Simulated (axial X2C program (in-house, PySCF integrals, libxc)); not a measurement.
## Photoelectron levels of Ca₂ by EOM-IP-CCSD

Calculated with an in-house all-electron X2C program for linear molecules (integrals from PySCF): two-component X2C with atomic mean-field Coulomb and Gaunt terms, Gaussian nuclei, basis Ca dyall-cv3z with contracted cores.

R = 4.870 Å (1.150 times 4.235 Å, the PBE0 minimum at charge 0 for the lowest determinant).

Vertical ionisation energies of Ca₂ to the states of Ca₂⁺:

| Ω of Ca₂⁺ | vertical IE (eV) | above lowest (cm⁻¹) | ionised spinor | one-hole weight |
| --- | --- | --- | --- | --- |
| 1/2 | 5.371 | 0 | 84% Ca sσ, 14% Ca pσ | 0.94 |
| 1/2 | 6.268 | 7234 | 94% Ca sσ | 0.85 |

This point took 16 s on 1 thread of Intel(R) Xeon(R) 6975P-C (Granite Rapids), on a shared host.

Reference electrons by ω block (each with its −ω partner): 1/2: 16, 3/2: 4. 20 electrons of Ca₂ correlated (inner shells frozen), 82 natural virtual spinors (a truncated set); levels can be off by some tenths of an eV. Roots sought by Ω: (1/2: 4, 3/2: 3, 5/2: 1); rows need 60 % one-particle weight and stop where some Ω has no more roots. Missing are any skipped roots, higher Ω and states of a further excitation; these come out far too high here and may in truth be low or lowest. T1 of the reference 0.014 (Lee–Taylor). Number of frozen shells: Ca 2 s, 1 p. g and u states are not told apart.
